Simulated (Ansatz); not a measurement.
```xyz
8

Na   -1.2485   -1.1828   -1.1938
Cl   -1.4177   -1.4514    1.4073
Cl   -1.3969    1.3877   -1.3567
Na   -1.1709    1.2182    1.2399
Cl    1.3716   -1.3818   -1.4352
Na    1.2565   -1.1949    1.2252
Na    1.2285    1.1964   -1.2559
Cl    1.4303    1.3658    1.4226
```

RHF-MP2 on singlet Na₄Cl₄ was run in several spherical basis sets with Ansatz (development build ahead of 0.2.0). Frozen core: 24 orbitals.

(1) Rank the basis sets by the total energy that they give, lowest first, with the distance from the lowest.
A. 6-31G(d)
B. STO-3G
C. cc-pVDZ
D. def2-SVP
E. 6-31G

Results:

(1) C (0.00 eV), A (4.59 eV), E (15.62 eV), D (22.79 eV), B (760.68 eV).

Totals follow the description of the cores as much as that of the bonds, so this order isn't one of quality for chemistry.
